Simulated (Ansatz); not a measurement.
Total energies of Ga₉P₉H₂₄, a nanocrystal cut from wurtzite GaP (hydrogen-capped) from Ansatz at PBE0-D4/def2-TZVP, gas phase (1 Eh = 27.2114 eV = 2625.5 kJ/mol). The reference geometry is relaxed at r2SCAN-D4/def2-SVP.

```xyz
42

Ga   -0.9257   -4.6851   -0.2344
P     0.1328   -4.0490    1.8824
P    -0.9697   -2.4846   -1.1869
Ga   -2.4168   -1.0171   -0.0170
Ga    0.7568   -1.7950    2.3850
P    -1.2280   -0.5432    2.0244
P    -2.4653    1.0692   -1.1400
Ga   -4.0008    2.6143   -0.1372
Ga   -0.7316    1.7425    2.4317
P    -2.7826    2.8845    1.9720
Ga    1.2015   -1.6522   -1.6438
P     2.0853   -1.1255    0.5349
P     1.0069    0.4597   -2.7012
Ga   -0.3568    2.0509   -1.5946
Ga    2.7252    1.1350    0.8777
P     0.6589    2.2655    0.5797
Ga    3.1326    1.3644   -3.3448
P     3.9921    1.6925   -1.0734
H    -2.3719   -5.1422    0.1430
H     0.1246   -5.5751   -0.9747
H    -0.6459   -4.4950    2.9834
H     1.2890   -4.8393    2.1194
H    -1.5713   -2.6295   -2.4682
H    -3.8261   -1.6142    0.2947
H     1.4186   -1.6155    3.7868
H    -2.0938   -0.9215    3.0875
H    -3.0009    0.7690   -2.4237
H    -5.3321    1.8877    0.2405
H    -3.9157    4.0033   -0.8490
H    -0.1278    2.0587    3.8354
H    -3.6349    2.6212    3.0774
H    -2.5336    4.2586    2.2319
H     2.1357   -2.6607   -2.3855
H     3.2913   -1.8680    0.6664
H     0.3184    0.1862   -3.9161
H    -0.4321    3.4404   -2.3043
H     3.4634    1.4278    2.2210
H     0.9727    3.6436    0.7393
H     4.0294    0.2492   -3.9734
H     2.9542    2.8010   -3.9343
H     5.2512    1.0536   -0.9193
H     4.4228    3.0339   -0.8922
```

```
                 state   geometry   energy (Eh)
      charge 0 singlet  reference  -20407.50442
      charge 1 doublet  reference  -20407.20647
     charge -1 doublet  reference  -20407.52322
free Ga atom (doublet)          –   -1924.55212
 free P atom (quartet)          –    -341.13505
 free H atom (doublet)          –      -0.50104
```

Single mean-field runs in def2-TZVP are fitted with def2-universal-jkfit.

(1) Work out the vertical ionisation energy to the doublet.

(2) Work out the vertical electron affinity, to the doublet.

(3) Give the fundamental gap IE − EA, the Mulliken electronegativity (IE + EA)/2 and the hardness (IE − EA)/2.

(4) What is the binding energy per atom against free atoms?

(1) E(charge 1 doublet) − E(charge 0 singlet) = -20407.20647 − (-20407.50442) = 0.29795 Eh = 8.11 eV. For comparison, −ε of the highest occupied level is 6.99 eV at this level, 1.12 eV less.

(2) E(charge 0 singlet) − E(charge -1 doublet) = -20407.50442 − (-20407.52322) = 0.01880 Eh = 0.51 eV. The basis lacks diffuse functions, which makes affinities too small.

(3) From the values in Eh: IE − EA = 0.29795 − 0.01880 = 0.27915 Eh = 7.60 eV; (IE + EA)/2 = 4.31 eV; (IE − EA)/2 = 3.80 eV. The HOMO–LUMO gap of the same run is 5.62 eV, 1.98 eV smaller than the fundamental gap.

(4) Atoms: 9 × (-1924.55212) + 9 × (-341.13505) + 24 × (-0.50104) = -20403.20949 Eh. Binding: -20403.20949 − (-20407.50442) = 4.29493 Eh = 116.87 eV, or 2.78 eV for each of 42 atoms (no zero-point energy, no counterpoise term).

At PBE0-D4/def2-TZVP the highest occupied level of the charge -1 doublet lies above zero (up to 0.52 eV). By energy differences its removal costs 0.51 eV (vertical, to the charge 0 singlet, at PBE0-D4/def2-TZVP); self-interaction error and the lack of diffuse functions both raise the level.
